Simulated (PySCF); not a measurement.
ClRb, charge -1, doublet, at a GFN2-xTB geometry (such geometries of metal compounds can be far from the true shape) (a state made from the parent by changing its charge; the spin is typed, not shown lowest) (all electrons, no relativity) (in this run its highest filled SCF level lies above zero, so its values depend strongly on the basis, on diffuse functions most of all). Base run: BLYP/3-21G in PySCF.

Geometry (Å):
```xyz
2

Rb     0.0000     0.0000    -1.2373
Cl     0.0000     0.0000     2.6930
```
Charge -1, spin multiplicity 2.
Orbitals are unrestricted.
All else is at PySCF's defaults.
Base energy -3384.55033 Eh.

Each row names what was changed in the base input (with any setting that the change needs).

| change | ΔE vs base (µEh) | grid points | electrons on the grid | outcome |
|---|---|---|---|---|
| base | 0.0 | 40792 | 55.00000 | converged |
| grids.prune = dft.gen_grid.treutler_prune | 0.4 | 40496 | 55.00000 | converged |
| grids.level = 2 | 1.6 | 25792 | 55.00001 | converged |
| grids.level = 5 | -3.6 | 90376 | 55.00000 | converged |
| grids.becke_scheme = stratmann | -4.9 | 40792 | 55.00000 | converged |
| grids.atom_grid = (50, 194) | -909 | 12552 | 54.99994 | converged |
| grids.atom_grid = (75, 302) | 8.7 | 26904 | 55.00001 | converged |
| grids.radi_method = mura_knowles | 0.1 | 34072 | 55.00000 | converged |
| grids.radi_method = delley | 126 | 36200 | 54.99574 | converged |
| grids.prune = dft.gen_grid.sg1_prune | - | - | - | input refused |
| small_rho_cutoff = 0 | 0.0 | 40792 | 55.00000 | converged |

Open shells are given as the SCF converged; they aren't shown to be the lowest states, and a large step between rows can be another state.

- grids.prune = dft.gen_grid.sg1_prune: ended with `IndexError: index 37 is out of bounds for axis 0 with size 19`
